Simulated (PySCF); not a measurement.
C2H8O2Si, SMILES CO[Si@@H](C)O. Coordinates come from a PBE-D3(BJ)/def2-SVP optimisation. The structure was generated by enumeration; whether it is a known compound was not checked. Other conformers were not sampled.

Computed equilibrium geometry at PBE-D3(BJ)/def2-SVP (PySCF confirms it by a frequency run) as a Z-matrix (one conformer of several):
```
Si
O 1 1.6820
C 2 1.4140 1 122.91
H 3 1.1098 2 108.82 1 -173.64
H 3 1.1144 4 107.95 2 -122.12
H 3 1.1152 4 107.65 5 -116.02
O 1 1.6838 2 111.55 3 63.26
H 7 0.9732 1 114.22 2 63.15
H 1 1.4999 2 102.82 3 -176.85
C 1 1.8702 9 113.43 2 -121.40
H 10 1.1086 1 110.75 9 61.77
H 10 1.1086 11 108.29 1 121.59
H 10 1.1089 11 108.36 12 116.52
```
